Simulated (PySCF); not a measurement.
C₆H₆O, SMILES C1C=CC(C1=O)=C.

Geometry: PBE-D3(BJ)/def2-SVP. One conformer was computed; it need not be the lowest.

Calculation: TDA-PBE/def2-SVPD in PySCF 2.14.0.

Vertical excitations. The molecule is in vacuum. State labels are in the subgroup Cs.

Computed excitation energies, oscillator strengths and character:
| state | symmetry | energy (eV) | λ (nm) | f | main pairs |
|---|---|---|---|---|---|
| S1 | A" | 3.03 | 409 | 0.000 | HOMO→LUMO 99 % |
| S2 | A' | 4.08 | 304 | 0.061 | HOMO−1→LUMO 66 %, HOMO−1→LUMO+1 21 %, HOMO−2→LUMO 11 % |
| S3 | A" | 4.37 | 284 | 0.001 | HOMO→LUMO+1 99 % |
| S4 | A' | 5.48 | 226 | 0.186 | HOMO−1→LUMO+1 60 %, HOMO−4→LUMO 11 %, HOMO−2→LUMO+1 10 %, HOMO−1→LUMO 10 % |
| S5 | A' | 6.09 | 204 | 0.007 | HOMO→LUMO+2 99 % |
| S6 | A' | 6.11 | 203 | 0.190 | HOMO−2→LUMO 68 %, HOMO−1→LUMO 11 % |
| S7 | A" | 6.24 | 199 | 0.000 | HOMO−1→LUMO+2 100 % |
| S8 | A" | 6.30 | 197 | 0.000 | HOMO−3→LUMO 99 % |
| S9 | A' | 6.44 | 193 | 0.006 | HOMO→LUMO+3 97 % |
| S10 | A" | 6.53 | 190 | 0.001 | HOMO−5→LUMO 98 % |
| T1 | A' | 2.51 | 495 | 0 | HOMO−1→LUMO 96 % |
| T2 | A" | 2.67 | 464 | 0 | HOMO→LUMO 99 % |
| T3 | A' | 3.98 | 311 | 0 | HOMO−1→LUMO+1 91 % |
| T4 | A" | 4.19 | 296 | 0 | HOMO→LUMO+1 99 % |
Triplets are in the Tamm–Dancoff approximation.
